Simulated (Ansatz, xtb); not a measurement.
## C5H6GeN2: which of two isomers lies lower

Structure X is `N#CC1=[CH][Ge@H]([NH2])[CH]=C1`, a singlet and structure Y is `N#CC(C#N)=C[CH2][GeH3]`, a singlet. Both are isolated molecules in the gas phase, relaxed with PBE-D3(BJ)/def2-SVP; the shapes shown needn't be the lowest conformers.

X (Å):

```xyz
14

C    -2.5314   -1.9724    1.9256
C    -1.3087   -1.3266    1.5435
C    -1.2487   -0.3492    0.5895
C     1.1061   -1.1063    1.8235
C    -0.0289   -1.7359    2.2101
Ge    0.6238    0.2223    0.4482
N    -3.5237   -2.5120    2.2484
N     1.2494    0.0609   -1.2877
H    -2.1383    0.0061    0.0520
H     0.8942    1.6871    0.8736
H     2.2273    0.3602   -1.3851
H     1.1808   -0.8993   -1.6462
H     2.0875   -1.3390    2.2613
H    -0.0706   -2.5244    2.9800
```

Y (Å):

```xyz
14

C    -0.1413    0.2953   -1.0190
C     0.4938   -0.7157   -0.2206
C     1.7082   -1.2958   -0.7184
C    -0.0464   -1.1079    0.9823
C    -1.2536   -0.5366    1.5987
Ge   -0.7430    0.8821    2.9319
N    -0.6888    1.1274   -1.6408
N     2.7016   -1.7747   -1.1212
H     0.5062   -1.8830    1.5392
H    -1.9169   -0.0414    0.8622
H    -1.8227   -1.2962    2.1700
H    -0.0031    2.0067    2.1723
H     0.1820    0.2460    3.9989
H    -2.0474    1.4021    3.5841
```

Estimate E(Y) − E(X) at the level CCSD(T)/def2-SVP + ΔMP2/def2-TZVPP.

Calculated at CCSD(T)/def2-SVP + ΔMP2/def2-TZVPP: E(Y) − E(X) = +15.2 kcal/mol, so structure X lies lower.

How the difference moves with the method:

```tsv
level	geometry	E(Y) − E(X) (kcal/mol)	departure from the last row (kcal/mol)	job, with rough time for the two
GFN2-xTB	GFN2-xTB	+3.6	−11.7	optimisation, 0.23 s
HF/STO-3G	GFN2-xTB	+4.6	−10.6	single point, 0.6 s
r2SCAN-D4/def2-SVP	GFN2-xTB	+13.5	−1.7	single point, 5 s
PBE-D3(BJ)/def2-SVP	PBE-D3(BJ)/def2-SVP	+11.0	−4.2	optimisation, 28 s
HF/def2-SVP	PBE-D3(BJ)/def2-SVP	+7.3	−8.0	part of the CCSD(T) run
MP2/def2-SVP	PBE-D3(BJ)/def2-SVP	+6.5	−8.7	part of the CCSD(T) run
CCSD(T)/def2-SVP	PBE-D3(BJ)/def2-SVP	+6.8	−8.5	single point
CCSD(T)/def2-SVP + ΔMP2/def2-TZVPP	PBE-D3(BJ)/def2-SVP	+15.2		single point, 2.8 min
```

As drawn, Y has 1 C≡N, 1 C–C, 2 Ge–H in place of 1 C=C, 1 C–Ge, 1 Ge–N, 2 N–H. Structure X has a 5-membered ring, Y no ring.

None of the levels shown reverses the order. The largest departure from CCSD(T)/def2-SVP + ΔMP2/def2-TZVPP is that of GFN2-xTB, 11.7 kcal/mol. The last row adds to CCSD(T) the change of the MP2 difference between the two basis sets, here +8.5 kcal/mol, a large step that makes the value less sure.

With thermal terms from frequencies at re-optimised GFN2-xTB minima (ideal gas, soft modes damped towards free rotors, one conformer each, 298.15 K, 1 atm): the zero-point term adds −3.2 kcal/mol; ΔH is +12.5 and ΔG +10.9 kcal/mol.

The correlated steps freeze 16 core orbitals; the filled d shell of Ge is correlated, in a basis made for valence electrons. Mirror images aren't counted in ΔG. Run with Ansatz 0.2.0, xtb 6.7.1; the last row on 4 threads of Arm Neoverse V1 on a shared host.
